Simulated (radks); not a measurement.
The numbers below are computed, except where a source is named.
Isoelectronic series with 1 electrons, all held in the configuration 1s1, which need not be the ground one along the series. Code: a radial shooting solver on a logarithmic mesh with Libxc functionals. Model: non-relativistic Kohn-Sham, PBE, spin-polarised, spherical densities, point nucleus; open shells are filled with parallel spins first. Total energies (hartree) and mean radii <r> (bohr):

| ion | E (hartree) | 1s up |
|---|---|---|
| P14+ | -112.40851 | 0.1002 |
| S15+ | -127.90194 | 0.09392 |
| Cl16+ | -144.39538 | 0.08838 |
| Ar17+ | -161.88881 | 0.08347 |
| K18+ | -180.38225 | 0.07907 |
| Ca19+ | -199.87568 | 0.07511 |
| Sc20+ | -220.36912 | 0.07153 |
| Ti21+ | -241.86255 | 0.06827 |
| V22+ | -264.35599 | 0.06530 |
| Cr23+ | -287.84943 | 0.06257 |
| Mn24+ | -312.34286 | 0.06007 |
